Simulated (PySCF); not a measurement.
## $^{17}$O chemical shifts

Level of theory: GFN2-xTB structure, NMR shieldings at PBE0/pcSseg-1/GIAO, in PySCF 2.14 (in vacuum, one conformer, non-relativistic Hamiltonian, equivalent nuclei averaged).

Shieldings were converted by a linear fit to measured shifts: $^{17}$O (scatter 10.7 ppm rms, 12.2 ppm with the 3 outliers that the fit left out vs liquid water, solution or neat liquid). A few per cent of atoms miss by over 2 rms, more outside the fitted compound classes.

Question: Give the $^{17}$O shifts of `O=c1cccc(Cl)cc1`, `C/C(C#N)=N/[SiH2]CNC=O`.

Answer: 
```tsv
compound	environment	δ (ppm)
O=c1cccc(Cl)cc1	carbonyl oxygen	527.4
C/C(C#N)=N/[SiH2]CNC=O	amide-type carbonyl oxygen	297.7
```

Question: Match the shifts 527.4, 474.1, 289.6, -28.5 ppm to `CC(C)c1occ(C#N)p1`, `CO[Si@H](C)P`, `O=c1cccc(Cl)cc1`, `O=C(Cl)c1ccccc1`.

Answer: 527.4: O=c1cccc(Cl)cc1 (carbonyl oxygen); 474.1: O=C(Cl)c1ccccc1 (carbonyl oxygen); 289.6: CC(C)c1occ(C#N)p1 (aromatic ring oxygen); -28.5: CO[Si@H](C)P (oxygen bonded to C, Si).

In solution the two oxygens of a carboxylic acid give one averaged line by proton exchange, and hydrogen bonding shields acid and N–H amide carbonyl oxygens by tens of ppm; neither is in these numbers.
